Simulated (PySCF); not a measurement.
Compound: 1-naphthalenemethanol, C11H10O.
Numbering: `[OH:1][CH2:2][c:3]1[cH:4][cH:5][cH:6][c:7]2[cH:8][cH:9][cH:10][cH:11][c:12]12` (hydrogens: H13 on O1; H14, H15 on C2; H16 on C4; H17 on C5; H18 on C6; H19 on C8; H20 on C9; H21 on C10; H22 on C11)

Computed with PySCF, PBE0-D3(BJ)/def2-SVP geometry optimisation, gas phase.

Some entries are withheld. Bonds in one row agree within 0.01 Å.

```
    coordinate    value
         O1–C2  1.406 Å
         C2–C3  1.507 Å
         C3–C4        ?
         C4–C5        ?
         C5–C6        ?
         C6–C7  1.419 Å
         C7–C8        ?
         C8–C9  1.375 Å
        C9–C10  1.412 Å
       C10–C11  1.376 Å
       C11–C12  1.421 Å
        C3–C12  1.432 Å
        C7–C12  1.430 Å
        O1–H13  0.963 Å
C2–H14, C2–H15  1.105 Å
        C4–H16  1.094 Å
        C5–H17  1.092 Å
        C6–H18  1.093 Å
        C8–H19  1.093 Å
        C9–H20  1.093 Å
       C10–H21  1.093 Å
       C11–H22  1.090 Å
      O1–C2–C3   114.3°
      C2–C3–C4        ?
     C2–C3–C12   121.0°
     C4–C3–C12   119.3°
      C3–C4–C5   121.6°
      C4–C5–C6   120.0°
      C5–C6–C7   120.6°
      C6–C7–C8   121.4°
     C6–C7–C12        ?
     C8–C7–C12   119.2°
      C7–C8–C9   120.9°
     C8–C9–C10   120.0°
    C9–C10–C11   120.6°
   C10–C11–C12   120.8°
    C3–C12–C11        ?
     C3–C12–C7   119.0°
```

**Question.** Estimate the withheld lengths and angles.

**Answer.** 
- C3–C4 = 1.380 Å, aromatic (substituted aromatic carbon to aromatic CH carbon); 0.08 Å below the sum of covalent radii, 1.46 Å.
- C4–C5 = 1.413 Å, aromatic (both ends aromatic CH carbon); 0.05 Å below the sum of covalent radii, 1.46 Å.
- C5–C6 = 1.373 Å, aromatic (both ends aromatic CH carbon); 0.09 Å below the sum of covalent radii, 1.46 Å.
- C7–C8 = 1.419 Å, aromatic (ring-fusion aromatic carbon to aromatic CH carbon); 0.04 Å below the sum of covalent radii, 1.46 Å.
- C2–C3–C4 = 119.7°, at the substituted aromatic carbon; the outer atoms are 2.497 Å apart.
- C6–C7–C12 = 119.4°, at the ring-fusion aromatic carbon, inside a 6-membered ring; the outer atoms are 2.461 Å apart.
- C3–C12–C11 = 122.5°, at the ring-fusion aromatic carbon; the outer atoms are 2.500 Å apart.

Radii are Cordero's, carbon taken as 0.76, 0.73 or 0.69 Å for four, three, and two or fewer neighbours.

No PBE0-D3(BJ)/def2-SVP frequencies stand behind this structure, so it isn't proved a minimum. One conformer, not necessarily the lowest (H–O1–C2–C3 48°, O1–C2–C3–C4 -124°).
